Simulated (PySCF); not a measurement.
# M06-L on V²⁺ (vanadium, charge +2)

Configuration: [Ar] 3d3, high-spin 4F determinant. Calculation: PySCF 2.14, in cc-pVTZ-DK; the spin-free X2C one-electron Hamiltonian (Gaussian nucleus).

```json
{
 "Total energy": "-948.348 hartree",
 "One-electron energy": "-1287.775 hartree",
 "Hartree (Coulomb) energy": "384.693 hartree",
 "Exchange-correlation energy": "-45.267 hartree",
 "⟨S²⟩": "3.7509",
 "⟨L²⟩": "12.008",
 "Sum of ⟨r⟩": "14.22 bohr",
 "Sum of ⟨r²⟩": "16.33 bohr²",
 "Langevin diamagnetic susceptibility": "-12.9 ×10⁻⁶ cm³/mol",
 "Time after the integrals": "3.5 s of wall time on 1 thread of Neoverse-N1 (shared host)"
}
```

| shell | electrons | mean orbital energy (eV) | rms radius, mean of both spins (bohr) |
| --- | --- | --- | --- |
| 1s α | 1 | -5395.8 | 0.0768 |
| 1s β | 1 | -5395.8 | 0.0768 |
| 2s α | 1 | -628.00 | 0.333 |
| 2s β | 1 | -626.51 | 0.333 |
| 2p α | 3 | -524.73 | 0.304 |
| 2p β | 3 | -523.60 | 0.304 |
| 3s α | 1 | -90.025 | 1.02 |
| 3s β | 1 | -86.835 | 1.02 |
| 3p α | 3 | -62.533 | 1.10 |
| 3p β | 3 | -59.196 | 1.10 |
| 3d α | 3 | -22.385 | 1.44 |

Densities and radii are taken from the X2C orbitals without a picture-change correction, which distorts them close to the nucleus.
